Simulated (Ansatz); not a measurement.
Molecule: sum formula H7Si3O2, net charge 0, doublet state. It need not be the lowest isomer of its formula. 
Coordinates optimised at B3LYP-D3(BJ)/def2-TZVP (Ansatz, a quantum-chemistry and plane-wave program):
```
O
Si 1 1.6298
O 2 1.6341 1 110.83
Si 1 1.6397 2 148.47 3 48.91
Si 3 1.6427 2 149.05 1 -1.21
H 2 1.4734 1 107.96 4 167.75
H 2 1.4762 6 111.81 1 -120.56
H 4 1.4775 1 108.43 2 -166.77
H 4 1.4807 8 109.76 1 120.20
H 4 1.4817 8 109.80 9 119.98
H 5 1.4873 3 107.74 2 167.32
H 5 1.4905 11 110.32 3 119.82
```
Charge 0, spin multiplicity 2.

Total electronic energies in hartree. Cores are frozen in the correlated levels unless marked. Open shells are spin-unrestricted. Spin-orbit coupling is left out. Non-relativistic unless marked X2C. CBS(X,Y): correlation extrapolated as X^-3; Hartree-Fock from the larger set.

```json
[
 {"level": "HF/cc-pV(Q+d)Z", "program": "Ansatz", "energy (Eh)": "-1020.89302"},
 {"level": "PBE-D3(BJ)/def2-TZVPD", "program": "Ansatz + dftd3", "energy (Eh)": "-1022.72845"},
 {"level": "revPBE/def2-TZVPD", "program": "Ansatz", "energy (Eh)": "-1023.10015"},
 {"level": "PBE0-D3(BJ)/def2-TZVPD", "program": "Ansatz + dftd3", "energy (Eh)": "-1022.82268"},
 {"level": "r2SCAN0/def2-TZVPD", "program": "Ansatz", "energy (Eh)": "-1023.16710"},
 {"level": "B2GP-PLYP-D4/def2-TZVPD", "program": "Ansatz + dftd4", "energy (Eh)": "-1022.74495"},
 {"level": "CCSD/cc-pV(Q+d)Z", "program": "Ansatz", "energy (Eh)": "-1021.81675"},
 {"level": "X2C-CCSD(T)/cc-pVTZ-DK", "program": "Ansatz", "energy (Eh)": "-1023.65699"},
 {"level": "CCSD(T)/CBS(cc-pV(T+d)Z,cc-pV(Q+d)Z)", "program": "Ansatz", "energy (Eh)": "-1021.8943"}
]
```

Totals of different functionals don't rank their quality; only differences between species are comparable.
